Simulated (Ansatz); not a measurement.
A single point on ClFGeH₄SSi (`F[SiH](Cl)[S][GeH3]`).

```yaml
crystal:
  periodic: [false, false, false]
  atoms:
    - {symbol: F, position_ang: [2.860749, -1.037817, -0.605833]}
    - {symbol: Si, position_ang: [1.523797, -0.505121, 0.061805]}
    - {symbol: Cl, position_ang: [1.861292, 1.401429, 0.715583]}
    - {symbol: S, position_ang: [0.027628, -0.591499, -1.407862]}
    - {symbol: Ge, position_ang: [-1.593981, 0.365360, -0.191890]}
    - {symbol: H, position_ang: [1.230730, -1.326311, 1.249652]}
    - {symbol: H, position_ang: [-1.386484, -0.012036, 1.281861]}
    - {symbol: H, position_ang: [-2.897722, -0.224259, -0.738192]}
    - {symbol: H, position_ang: [-1.537307, 1.883955, -0.382224]}
basis:
  gaussian: {orbitals: def2-QZVPP}
correlation: {method: mp2}
```

```sh
$ ansatz run in.yaml --threads 4 --pin off --events-out ev --progress --plain --max-ram 10444MiB
```

Shortened log:

```
Functional definition: HF
2901 factors; integrals over basis functions are off by at most 1.0e-3 eV
mean field evaluation 1: about -90432.6880 eV, gradient 3.2e1 eV
mean field evaluation 2: about -90432.8774 eV, gradient 3.2e1 eV
mean field evaluation 4: about -90435.2712 eV, gradient 3.1e0 eV
mean field evaluation 8: about -90435.3165 eV, gradient 2.8e-1 eV
mean field -90435.31694100 eV, -3323.4365983221 hartree, gradient 2.3e-6 eV, S^2 0.000000; 0 other end points of the search recorded, 0 dependent functions left out
25 core orbitals not correlated: weight in the atoms' cores, before any rotation towards them, 1.000 or more for the frozen orbitals, at most 0.000 for the correlated occupied ones
reference -90435.31694100 eV, -3323.4365983221 hartree; 21, 21 occupied and 430, 430 virtual orbitals, 2901 factors
second order -36.07732125 eV of doubles, -0.00000000 eV of singles
Total energy: -90471.39426225 eV, -3324.7624154241 hartree
```

Run time 29 s (4 threads of an Arm Neoverse V1 on a shared host); peak host memory 3 GiB.
